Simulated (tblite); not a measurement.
C₆H₄BrOP.
Numbering: `[CH:1]#[C:2][c:3]1[p:4][c:5]([CH3:6])[o:7][c:8]1[Br:9]` (hydrogens: H10 on C1; H11, H12, H13 on C6)

Computed with GFN2-xTB (tblite), gas phase: L-BFGS steps from a force-field or distance-geometry start until the largest atomic force falls under 0.01 eV/Å.

Step 16: E = -692.9888 eV
```
atom  x, y, z in Å  |  force x, y, z in eV/Å
C1      3.7390   -0.5348   -0.2352   -0.004  -0.008  -0.005
C2      2.5465   -0.4013   -0.1883    0.019   0.018   0.021
C3      1.1614   -0.1988   -0.0973    0.001   0.000  -0.002
P4     -0.1179   -1.2264   -0.8064   -0.011  -0.005  -0.002
C5     -1.2664   -0.1380   -0.1277    0.008  -0.007   0.004
C6     -2.7535   -0.1890   -0.2117    0.000  -0.011  -0.003
O7     -0.7464    0.8943    0.5632    0.014  -0.012  -0.010
C8      0.5851    0.8431    0.5694    0.008   0.001  -0.005
Br9     1.4563    2.2185    1.5029   -0.018   0.039   0.023
H10     4.7793   -0.6575   -0.2801    0.001  -0.019  -0.016
H11    -3.1855    0.5631    0.4441    0.016   0.010   0.002
H12    -3.0862   -0.0008   -1.2319   -0.015   0.017  -0.010
H13    -3.1159   -1.1718    0.0813   -0.019  -0.022   0.002
```

Step 17: E = -692.9890 eV
```
atom  x, y, z in Å  |  force x, y, z in eV/Å
C1      3.7388   -0.5357   -0.2357    0.000  -0.007  -0.004
C2      2.5466   -0.3997   -0.1870    0.016   0.008   0.015
C3      1.1611   -0.1991   -0.0973    0.016   0.014   0.007
P4     -0.1169   -1.2274   -0.8069   -0.028   0.015   0.011
C5     -1.2658   -0.1384   -0.1280   -0.001  -0.014   0.000
C6     -2.7533   -0.1892   -0.2118    0.006  -0.009  -0.002
O7     -0.7467    0.8945    0.5629    0.018  -0.033  -0.021
C8      0.5847    0.8430    0.5693    0.007   0.009  -0.001
Br9     1.4542    2.2195    1.5033   -0.016   0.034   0.020
H10     4.7791   -0.6586   -0.2810   -0.003  -0.017  -0.015
H11    -3.1844    0.5632    0.4446    0.017   0.005  -0.002
H12    -3.0856    0.0004   -1.2321   -0.016   0.009   0.001
H13    -3.1161   -1.1720    0.0819   -0.016  -0.012  -0.008
```

Step 18: E = -692.9892 eV
```
atom  x, y, z in Å  |  force x, y, z in eV/Å
C1      3.7388   -0.5369   -0.2364    0.010  -0.007  -0.004
C2      2.5472   -0.3974   -0.1851    0.011  -0.007   0.004
C3      1.1612   -0.1992   -0.0971    0.022   0.030   0.018
P4     -0.1160   -1.2283   -0.8073   -0.028   0.028   0.021
C5     -1.2652   -0.1393   -0.1284   -0.013  -0.018  -0.003
C6     -2.7531   -0.1897   -0.2119    0.008  -0.004  -0.001
O7     -0.7468    0.8943    0.5621    0.011  -0.043  -0.025
C8      0.5844    0.8430    0.5691    0.009   0.012   0.000
Br9     1.4510    2.2214    1.5042   -0.015   0.024   0.013
H10     4.7791   -0.6605   -0.2826   -0.006  -0.015  -0.013
H11    -3.1829    0.5633    0.4451    0.018  -0.002  -0.006
H12    -3.0853    0.0022   -1.2322   -0.015  -0.003   0.014
H13    -3.1168   -1.1725    0.0826   -0.010   0.003  -0.020
```

Q: Estimate the geometry and energy of step 19. (The exact step hangs on the optimiser's Hessian estimate; all steps are aligned on step 18, rigid shifts and turns removed.)

A: E = -692.9894 eV, largest force 0.047 eV/Å
```
atom  x, y, z in Å  |  force x, y, z in eV/Å
C1      3.7391   -0.5385   -0.2374    0.013  -0.005  -0.003
C2      2.5482   -0.3947   -0.1826    0.002  -0.023  -0.009
C3      1.1618   -0.1988   -0.0966    0.027   0.033   0.020
P4     -0.1153   -1.2290   -0.8074   -0.010   0.030   0.025
C5     -1.2647   -0.1405   -0.1289   -0.019  -0.018  -0.004
C6     -2.7528   -0.1904   -0.2120    0.004   0.002   0.000
O7     -0.7468    0.8935    0.5609   -0.001  -0.032  -0.015
C8      0.5843    0.8432    0.5689    0.002   0.020   0.005
Br9     1.4470    2.2241    1.5055   -0.016   0.012   0.005
H10     4.7791   -0.6631   -0.2847   -0.002  -0.013  -0.011
H11    -3.1809    0.5633    0.4456    0.017  -0.007  -0.006
H12    -3.0853    0.0044   -1.2320   -0.013  -0.015   0.022
H13    -3.1179   -1.1729    0.0830   -0.004   0.017  -0.031
```

The energy changes by -0.0002 eV. The first-order estimate −F·Δx gives -0.0003 eV and the mean of the old and new forces, exact on a quadratic surface, -0.0002 eV. The step makes an angle of 66° with the force vector and moves no atom by more than 0.005 Å.

What follows is the cost of the whole relaxation. Time: 0.33 s wall. Hardware: one thread of an Arm Neoverse V1, shared host with 32 logical CPUs at a one-minute load of 17.
